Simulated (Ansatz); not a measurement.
Basis sets compared for Cu3⁻. The state is a singlet with charge -1. Geometry r2SCAN-D4/def2-TZVPD. Ansatz on 4 threads of Arm Neoverse N1 on a shared host; times are rough, and most runs start from earlier orbitals.

```xyz
3

Cu    1.928   -0.625    1.119
Cu   -1.928    0.625   -1.119
Cu    0.000    0.000    0.000
```

At PBE-D4/def2-SVPD the highest occupied level of the charge -1 singlet lies above zero (up to 0.57 eV). By energy differences its removal costs 1.96 eV (vertical, to the charge 0 doublet, at PBE0-D4/def2-TZVPD), and other spins of that charge weren't run. The structure comes from a short search, and lower isomers may exist.

| level | functions | energy (Eh) | HOMO (eV) | LUMO (eV) | wall time |
| --- | --- | --- | --- | --- | --- |
| PBE-D4/def2-SVPD | 102 | -4920.1557 | 0.57 | 1.90 | 1.7 s |
| PBE0-D4/def2-SVPD | 102 | -4920.1536 | -0.26 | 2.51 | 2.8 s |

Task: Estimate the rows for PBE-D4/def2-TZVPD, PBE0-D4/def2-TZVPD.

Result: 
```csv
level,functions,energy (Eh),HOMO (eV),LUMO (eV),wall time
PBE-D4/def2-TZVPD,144,-4920.9354,-0.07,1.71,2.1 s
PBE0-D4/def2-TZVPD,144,-4920.9013,-0.50,2.33,4.5 s
```
